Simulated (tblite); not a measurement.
C₇H₁₃NSi.
SMILES with atom numbers: `[CH3:1][C:2]#[C:3][Si@@H:4](/[CH:5]=[CH:6]\[CH3:7])[NH:8][CH3:9]` (hydrogens: H10, H11, H12 on C1; H13 on Si4; H14 on C5; H15 on C6; H16, H17, H18 on C7; H19 on N8; H20, H21, H22 on C9)

Computed geometry: GFN2-xTB, gas phase.

Give the optimised bond lengths and angles.

```json
{"bond": "C1–C2", "length (Å)": "1.447"}
{"bond": "C2≡C3", "length (Å)": "1.206"}
{"bond": "C3–Si4", "length (Å)": "1.859"}
{"bond": "Si4–C5", "length (Å)": "1.882"}
{"bond": "C5=C6", "length (Å)": "1.325"}
{"bond": "C6–C7", "length (Å)": "1.492"}
{"bond": "Si4–N8", "length (Å)": "1.724"}
{"bond": "N8–C9", "length (Å)": "1.441"}
{"bond": "C1–H10, C1–H11, C1–H12", "length (Å)": "1.090"}
{"bond": "Si4–H13", "length (Å)": "1.470"}
{"bond": "C5–H14", "length (Å)": "1.082"}
{"bond": "C6–H15", "length (Å)": "1.087"}
{"bond": "C7–H16, C7–H17, C7–H18", "length (Å)": "1.089"}
{"bond": "N8–H19", "length (Å)": "1.009"}
{"bond": "C9–H20, C9–H21, C9–H22", "length (Å)": "1.092"}
```

Bonds in one row agree within 0.01 Å and their mean is given. A selection of angles:
```json
{"angle": "C2–C1–H10", "degrees": "110.0"}
{"angle": "H10–C1–H11", "degrees": "108.9"}
{"angle": "C1–C2–C3", "degrees": "179.4"}
{"angle": "C2–C3–Si4", "degrees": "177.3"}
{"angle": "C3–Si4–C5", "degrees": "110.5"}
{"angle": "C3–Si4–N8", "degrees": "114.0"}
{"angle": "C3–Si4–H13", "degrees": "107.5"}
{"angle": "C5–Si4–N8", "degrees": "106.6"}
{"angle": "C5–Si4–H13", "degrees": "111.7"}
{"angle": "N8–Si4–H13", "degrees": "106.6"}
{"angle": "Si4–C5–C6", "degrees": "127.5"}
{"angle": "Si4–C5–H14", "degrees": "115.2"}
{"angle": "C6–C5–H14", "degrees": "117.3"}
{"angle": "C5–C6–C7", "degrees": "125.8"}
{"angle": "C5–C6–H15", "degrees": "120.1"}
{"angle": "C7–C6–H15", "degrees": "114.1"}
{"angle": "C6–C7–H16", "degrees": "110.1"}
{"angle": "C6–C7–H17", "degrees": "111.2"}
{"angle": "H16–C7–H17", "degrees": "109.2"}
{"angle": "H16–C7–H18", "degrees": "107.4"}
{"angle": "Si4–N8–C9", "degrees": "122.9"}
{"angle": "Si4–N8–H19", "degrees": "118.2"}
{"angle": "C9–N8–H19", "degrees": "111.9"}
{"angle": "N8–C9–H20", "degrees": "108.7"}
{"angle": "N8–C9–H21", "degrees": "112.6"}
{"angle": "H20–C9–H21", "degrees": "107.9"}
{"angle": "H20–C9–H22", "degrees": "108.7"}
```

Torsions: C3–Si4–C5–C6 53° (synclinal); Si4–C5–C6–C7 0° (synperiplanar); C3–Si4–N8–C9 57° (synclinal).

N8 (silicon-bound nitrogen) has angles 122.9°, 118.2° and 111.9°, sum 353.0°, 0.21 Å off the plane of its three neighbours. Si4 (SiH silicon) is distorted tetrahedral (angles from 106.6° to 114.0°). Of the pairs four or more bonds apart, Si4···H17 is among the closest relative to their van der Waals radii: 2.83 Å, 86 % of the sum of Bondi's values. The 4 C–C bonds span 1.206 Å (C2≡C3, drawn triple) to 1.492 Å (C6–C7, drawn single), a spread of 0.286 Å. The 2 C–Si bonds span 1.859 Å (C3–Si4, drawn single) to 1.882 Å (Si4–C5, drawn single), a spread of 0.023 Å.

Point group: C1 (no symmetry element, even within 0.4 Å). GFN2-xTB frequencies show an imaginary mode (27i cm⁻¹), so the point is no minimum at that level.

Time: 0.68 s wall. Hardware: one thread, Arm Neoverse V2 (aarch64), no GPU, shared host with 96 logical CPUs at a one-minute load of 53. That covers the optimisation of the geometry.
